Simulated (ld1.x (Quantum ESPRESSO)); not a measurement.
Scattering properties, PAW potential for Ta

ld1.x (Quantum ESPRESSO) 7.5 input, shortened:

```
&input
   title='Ta', zed=73., rel=1, dft='PBE', iswitch=3,
   config='[Xe] 4f14 5d4 6s1 6p0'
 /
 &inputp
   pseudotype=3, lpaw=.true., tm=.true., lloc=-1, rcloc=2.05,
   nlcc=.true., new_core_ps=.true., rcore=2.15,
   which_augfun='BESSEL', rmatch_augfun=2.30
 /
6
6S  1  0   1.00   0.00  2.70  3.10  0.0
6S  1  0   0.00   1.60  2.70  3.10  0.0
6P  2  1   0.00   0.00  3.00  3.60  0.0
6P  2  1   0.00   1.80  3.00  3.60  0.0
5D  3  2   4.00   0.00  2.10  2.50  0.0
5D  3  2   0.00   0.40  2.10  2.50  0.0
 &test
   configts(1)='5d4 6s1 6p0'
 /
```

The phase is arctan(r·u′/u) with u = r·R(r), unwrapped; energies in Ry, scanned from -2 to 5 Ry. A pole is an energy at which the radial function vanishes at the test radius. The pseudo phase is shifted by a multiple of π to meet the all-electron one at the reference energy, and phase errors are pseudo minus all-electron; the curves can meet again beyond the range given. Levels narrower than the energy grid can be missing from the lists of poles.

Question: For each channel, where are the poles, and over which energies does the pseudopotential scatter like the atom?

Answer:

```tsv
channel	radius (bohr)	reference energy (Ry)	poles, all-electron	poles, pseudo	unbroken range about the reference energy with phases within 0.05 rad	phase error 1 Ry above the reference energy (rad)
s	3.92	-0.36	0.14, 3.72	0.14, 3.69	the whole range	+0.000
p	3.92	-0.09	0.93, 4.80	0.92, 4.85	below 2.4	-0.002
d	3.92	-0.19	-0.06, 2.42	-0.06, 2.42	the whole range	-0.000
```

Note: ghost state, extra bound levels that the all-electron valence spectrum of the same l lacks: s at -35.9 eV. A true bound ghost makes a file unfit for plane-wave use.

Phases in the d channel:

```tsv
E (Ry)	all-electron	pseudo
-2.00	1.389	1.389
-1.52	1.361	1.361
-1.04	1.312	1.312
-0.56	1.168	1.168
-0.08	-1.529	-1.529
0.40	-1.912	-1.912
0.88	-2.702	-2.703
1.36	-4.313	-4.314
1.84	-4.593	-4.593
2.32	-4.697	-4.697
2.80	-4.767	-4.767
3.28	-4.843	-4.844
3.76	-4.990	-4.992
4.24	-5.808	-5.835
4.72	-7.478	-7.484
```
